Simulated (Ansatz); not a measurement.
System: CH₃BBr, charge 0, doublet. CH3BBr (SMILES C[B]Br, doublet).
B3LYP-D3(BJ)/def2-TZVP minimum from Ansatz (a quantum-chemistry and plane-wave program):
```
C
H 1 1.0906
H 1 1.0943 2 109.62
H 1 1.0986 2 106.92 3 115.63
B 1 1.5442 2 113.12 4 117.32
Br 5 1.9009 1 126.19 2 158.99
```
Charge 0, spin multiplicity 2.

Wanted: atomisation energy (electronic, to ground-state atoms), in kJ/mol. Open shells are spin-unrestricted; no spin-orbit coupling. Cores are frozen in correlated methods (noble-gas shells, and filled d and f shells in the p block). No relativity. CBS(X,Y): correlation extrapolated as X^-3, Hartree-Fock from the larger set. A bracket is a step between two methods taken in the basis named. Double hybrids freeze cores in their MP2 part. For partners of very few electrons the exact lower level stands in for a higher one. Spin-orbit terms, left out, reach several kcal/mol for Br and I, and more for heavier atoms.

CCSD(T)/CBS(cc-pVTZ,cc-pVQZ) + [CCSDT(Q) - CCSD(T)]/cc-pVDZ (Ansatz) gives 2010.9 kJ/mol.

Task: What does PBE/def2-TZVPD (Ansatz) give here, and how do the other levels compare?

Result: PBE gives 2071.9 kJ/mol, 61.0 kJ/mol above it. Differences of the others: PBE0/def2-TZVPD (Ansatz) 37.2; wB97M-V/def2-TZVPD (Ansatz) 6.7; B2PLYP/def2-TZVPD (Ansatz) -10.8; CCSD(T)/CBS(cc-pVTZ,cc-pVQZ) (Ansatz) -1.7 kJ/mol.
